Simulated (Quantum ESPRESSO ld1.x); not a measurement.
The numbers below are computed, except where a source is named.
Question: All-electron atom: Rb2+ in [Ar] 3d10 4s2 4p4 4d1 (not the ground configuration). Code: ld1.x of Quantum ESPRESSO 7.5. Model: scalar-relativistic Kohn-Sham, PBE, spin-unpolarised, spherical densities, point nucleus. Some entries of the table are withheld. Estimate them.

orbital  occ.  eigenvalue (eV)  r(max) (bohr)
1s          2         -15058.7        0.02629
2s          2         -2032.50         0.1495
2p          6         -1804.58         0.1196
3s          2         -321.976         0.4509
3p          6         -248.840         0.4464
3d         10              (1)            (2)
4s          2         -53.0760          1.242
4p          4         -36.1314          1.385
4d          1         -14.2542            (3)
5s          0              (4)          3.256
5p          0         -10.4271          3.893

Answer: 
(1) 3d eigenvalue (eV): -127.868
(2) 3d r(max) (bohr): 0.3930
(3) 4d r(max) (bohr): 1.950
(4) 5s eigenvalue (eV): -14.0804
